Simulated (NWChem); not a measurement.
A series in which one site is exchanged, each optimised at PBE0/def2-SVP with NWChem, gas phase unless a solvent is named. Some are not confirmed as minima by frequencies. def2 effective core potentials on Bi; no spin-orbit coupling.

A: [Cl][Bi]([Cl])[Br] (BiBrCl₂; site = Br)
B: [Cl][BiH][Cl] (BiHCl$_{2}$; site = H)
C: [Cl][Bi]([Cl])[Cl] (BiCl3; site = Cl)
D: [F][Bi]([Cl])[Cl] (BiCl2F; site = F)

Values for A:

| Quantity | Result |
|---|---|
| orbital gap (eV), PBE0/def2-SVP | 5.90 |
| vertical ionisation energy, ΔSCF, CAM-B3LYP/def2-SVP (eV) | 10.49 |
| static polarisability, CAM-B3LYP/def2-SVPD (bohr³) | 98.5 |

Problem. How do these values change for the other members?

Solution. 
```json
[
 {"change from A": "orbital gap (eV), PBE0/def2-SVP", "B": "-0.06", "C": "+0.37", "D": "+0.84"},
 {"change from A": "vertical ionisation energy, ΔSCF, CAM-B3LYP/def2-SVP (eV)", "B": "-0.27", "C": "+0.24", "D": "+0.57"},
 {"change from A": "static polarisability, CAM-B3LYP/def2-SVPD (bohr³)", "B": "-22.7", "C": "-9.2", "D": "-26.0"}
]
```
